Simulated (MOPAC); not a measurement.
MOPAC input (PM7):

```
PM7 1SCF CHARGE=-1 GEO-OK AUX(PRECISION=9) THREADS=1
H2F3Si2

F     1.98168600 1   -1.34344800 1   -0.19603700 1
Si    1.52121200 1    0.19571100 1    0.35932800 1
Si   -0.77097500 1    0.09744600 1   -0.31739100 1
F    -1.46747100 1    1.58078900 1   -0.27580900 1
F    -1.74038400 1   -0.75478700 1    0.69461900 1
H     1.77210800 1    0.99278300 1   -0.94350200 1
H    -1.23989400 1   -0.43996800 1   -1.64857200 1
```

From the output:

```
                                                       MOPAC v23.2.5 Linux

          FINAL HEAT OF FORMATION =       -290.82139 KCAL/MOL =   -1216.79668 KJ/MOL

          COSMO AREA              =        130.87 SQUARE ANGSTROMS
          COSMO VOLUME            =        124.80 CUBIC ANGSTROMS

          IONIZATION POTENTIAL    =          3.920792 EV
          HOMO LUMO ENERGIES (EV) =         -3.921  4.618
          NO. OF FILLED LEVELS    =         16
          MOLECULAR WEIGHT        =        115.1820         POINT GROUP:  C1

          MOLECULAR DIMENSIONS (Angstroms)

            Atom       Atom       Distance
            F     4    F     1     4.52263
            H     6    F     5     3.97049
           Si     2    H     7     2.74755

          SCF CALCULATIONS        =          1

   ATOM   CHEMICAL          X               Y               Z
  NUMBER   SYMBOL      (ANGSTROMS)     (ANGSTROMS)     (ANGSTROMS)

     1       F          1.98168600  *  -1.34344800  *  -0.19603700  *
     2      Si          1.52121200  *   0.19571100  *   0.35932800  *
     3      Si         -0.77097500  *   0.09744600  *  -0.31739100  *
     4       F         -1.46747100  *   1.58078900  *  -0.27580900  *
     5       F         -1.74038400  *  -0.75478700  *   0.69461900  *
     6       H          1.77210800  *   0.99278300  *  -0.94350200  *
     7       H         -1.23989400  *  -0.43996800  *  -1.64857200  *

                             CARTESIAN COORDINATES

   1    F        1.981686000    -1.343448000    -0.196037000
   2   Si        1.521212000     0.195711000     0.359328000
   3   Si       -0.770975000     0.097446000    -0.317391000
   4    F       -1.467471000     1.580789000    -0.275809000
   5    F       -1.740384000    -0.754787000     0.694619000
   6    H        1.772108000     0.992783000    -0.943502000
   7    H       -1.239894000    -0.439968000    -1.648572000

           Empirical Formula: H2 F3 Si2  =     7 atoms

      MOLECULAR POINT GROUP   :   C1

                  EIGENVALUES
 -35.69882 -35.48876 -33.41498 -13.79775 -12.14094 -12.04121 -11.53391 -11.30969
 -10.86368 -10.44342  -9.88342  -9.78348  -9.30273  -8.51959  -5.76331  -3.92079
   4.61812   4.75469   5.67871   6.50099   8.70547  11.09279  25.32865  25.78265
  26.52214  26.90914  27.33773  28.12263  28.49924  28.80320  29.26526  29.57014

              NET ATOMIC CHARGES AND DIPOLE CONTRIBUTIONS

  ATOM NO.   TYPE          CHARGE      No. of ELECS.   s-Pop       p-Pop       d-Pop
    1          F          -0.507825        7.5078     1.93894     5.56888
    2         Si          -0.064720        4.0647     0.92182     3.01288     0.13002
    3         Si           0.371257        3.6287     0.97737     2.42958     0.22180
    4          F          -0.410984        7.4110     1.93232     5.47866
    5          F          -0.408546        7.4085     1.93262     5.47593
    6          H          -0.031802        1.0318     1.03180
    7          H           0.052620        0.9474     0.94738
 DIPOLE           X         Y         Z       TOTAL
 POINT-CHG.    -1.024     1.444    -1.174     2.124
 HYBRID        -2.371    -1.243    -0.724     2.774
 SUM           -3.395     0.202    -1.898     3.895

          ATOMIC ORBITAL ELECTRON POPULATIONS

     Atom    s        px        py        pz      x^2-y^2     xz        z^2       yz        xy
    1  F   1.93894   1.94568   1.70350   1.91971
    2 Si   0.92182   0.77831   0.62537   1.60920   0.03862   0.00882   0.01929   0.03989   0.02340
    3 Si   0.97737   1.05369   0.51039   0.86549   0.05068   0.03382   0.04378   0.04670   0.04683
    4  F   1.93232   1.87682   1.64749   1.95435
    5  F   1.93262   1.81243   1.84453   1.81897
    6  H   1.03180
    7  H   0.94738

 **********************
 *                    *
 * JOB ENDED NORMALLY *
 *                    *
 **********************

 == MOPAC DONE ==
```

The dipole moment of an ion depends on the origin.

The geometry given is a B3LYP-D3(BJ)/def2-TZVP minimum.
